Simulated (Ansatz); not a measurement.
# Which is lower?

Two relaxed structures of BSiH₃ClF, closed shell (PBE0-D4/def2-TZVP; forces vanish, vibrations not checked).

A:

```
7
angstrom
B 0.4166 0.9808 0.6022
Si -0.4497 -0.5219 -0.3886
F -0.6983 -0.2143 -1.9343
Cl 1.0106 -1.9659 -0.2372
H 0.3259 1.0430 1.7913
H 1.1070 1.7721 0.0354
H -1.7121 -1.0938 0.1311
```

B:

B1  (-0.933, -0.327, -0.631)
Si2  (0.649, 0.401, 0.428)
F3  (-1.770, 0.535, -1.179)
Cl4  (1.764, -1.172, 1.160)
H5  (0.197, 1.221, 1.583)
H6  (1.535, 1.234, -0.426)
H7  (-1.164, -1.493, -0.798)
(Å)

Ansatz 0.2.0; basis: def2-TZVPP; cores frozen in the correlated methods. B3LYP uses VWN-RPA correlation.

(1) Which structure is lower at CCSD(T), and by how much? (Judge from chemistry; the value comes from the calculation.)

(2) Do the other methods give the same order? (A judgement: the text doesn't fix the answer.)

No T1 diagnostic of these runs exceeds 0.013.

Answers

(1) The calculation gives: B, by 0.004 eV (electronic energy, against the other); a gap this small isn't resolved in one triple-zeta basis. By their contacts, A is BSiH₃ClF ([BH2][SiH]([F])[Cl]) and B is BSiH₃ClF ([F][BH][SiH2][Cl]).

(2) The calculation gives: Not all: HF, MP2, CCSD give the other order.

```tsv
method	E(B) − E(A) (eV)
PBE-D4	-0.095
r2SCAN-D4	-0.002
PBE0-D4	-0.055
B3LYP-D4	-0.012
wB97M-V	-0.004
HF	0.061
MP2	0.033
CCSD	0.013
CCSD(T)	-0.004
```

Labels in which every atom is bracketed show which atoms are joined, not bond orders.

For scale, one of the runs: CCSD(T)/def2-TZVPP, 188 basis functions, launched by `ansatz run in.yaml --threads 2 --pin off --events-out ev --progress --plain --max-ram 4352MiB`. Time: 49 s of wall clock on 2 CPU threads of an Arm Neoverse V2; the host was shared. Peak host memory: 1.9 GiB.
